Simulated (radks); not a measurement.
Excited configurations of Sc: one electron is placed in a higher orbital outside [Ar] 3d1 4s1. The ground configuration is [Ar] 3d1 4s2. Method: scalar-relativistic Kohn-Sham, BLYP, spin-polarised, spherical densities, point nucleus; open shells are filled with parallel spins first; computed with a radial shooting solver on a logarithmic mesh with Libxc functionals. Excitation = E - E(ground); binding = E(ion) - E, where the ion is the core of charge +1; n* = 1/sqrt(2 binding) in atomic units, and the quantum defect is n - n*.

| outer orbital | excitation (eV) | binding (eV) | n* | quantum defect | eigenvalue (eV) | <r> (bohr) |
|---|---|---|---|---|---|---|
| 4p | 2.228 | 4.284 | 1.782 | 2.218 | -2.110 | 4.685 |
| 5p | 4.775 | 1.737 | 2.799 | 2.201 | -0.973 | 11.44 |
| 6s | 5.217 | 1.295 | 3.241 | 2.759 | -0.765 | 16.97 |
| 7p | 5.787 | 0.725 | 4.331 | 2.669 | -0.456 | 32.18 |

Estimate the row for 6f.

Answer. excitation (eV) 5.994; binding (eV) 0.518; n* 5.125; quantum defect 0.875; eigenvalue (eV) -0.307; <r> (bohr) 40.75. The Delta-SCF ionisation energy is 6.512 eV (NIST Atomic Spectra Database: 6.561 eV, measured). Self-interaction in the functional shifts the binding energies and quantum defects, so they are the method's values and not measured ones. Open shells are spherical and high-spin; term and fine-structure splittings are not resolved.
